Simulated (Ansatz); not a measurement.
A trace of molecular dynamics of C3H8OSi (13 atoms, charge 0, multiplicity 1).

These are results of RKS LDA/def2-SVP (Ansatz 0.2.0), not measurements.

```
ensemble                      : NVE (velocity Verlet)
starting velocities drawn for : 300 K
seed                          : 11648
```

| time (fs) | T (K) | potential energy less start (eV) | conserved less start (meV/atom) |
| --- | --- | --- | --- |
| 0.0 | 300 | 0.000 | 0.00 |
| 4.0 | 172 | 0.182 | 0.06 |
| 8.0 | 84 | 0.308 | 0.07 |
| 12.0 | 151 | 0.213 | 0.05 |
| 16.0 | 201 | 0.141 | 0.03 |
| 20.0 | 159 | 0.202 | 0.06 |
| 24.0 | 161 | 0.198 | 0.05 |
| 28.0 | 163 | 0.195 | 0.06 |
| 32.0 | 233 | 0.096 | 0.03 |
| 36.0 | 249 | 0.073 | 0.04 |
| 40.0 | 207 | 0.133 | 0.05 |
| 44.0 | 185 | 0.164 | 0.05 |
| 48.0 | 175 | 0.179 | 0.03 |
| 52.0 | 110 | 0.271 | 0.07 |
| 56.0 | 190 | 0.158 | 0.05 |
| 60.0 | 293 | 0.010 | 0.02 |
| 64.0 | 258 | 0.060 | 0.03 |
| 68.0 | 157 | 0.205 | 0.07 |
| 72.0 | 146 | 0.220 | 0.05 |
| 76.0 | 165 | 0.193 | 0.05 |
| 80.0 | 214 | 0.123 | 0.04 |
| 84.0 | 199 | 0.144 | 0.04 |
| 88.0 | 136 | 0.234 | 0.05 |
| 92.0 | 153 | 0.210 | 0.05 |
| 96.0 | 252 | 0.068 | 0.03 |
| 100.0 | 258 | 0.060 | 0.05 |

Can this run be trusted? Judge the integration.

The conserved energy stayed within 0.072 meV per atom of its start (net change 0.051 meV per atom), so the integration is sound. A run of 0.1 ps of so small a system gives no equilibrium averages. The orbitals stay closed-shell, which can raise the energy where a bond breaks towards radicals; this wasn't checked here. The time step was 0.5 fs.

Run time: 3.2 min on 2 threads of Intel(R) Xeon(R) Platinum 8488C (Sapphire Rapids) (shared host), peak memory 0.16 GiB.
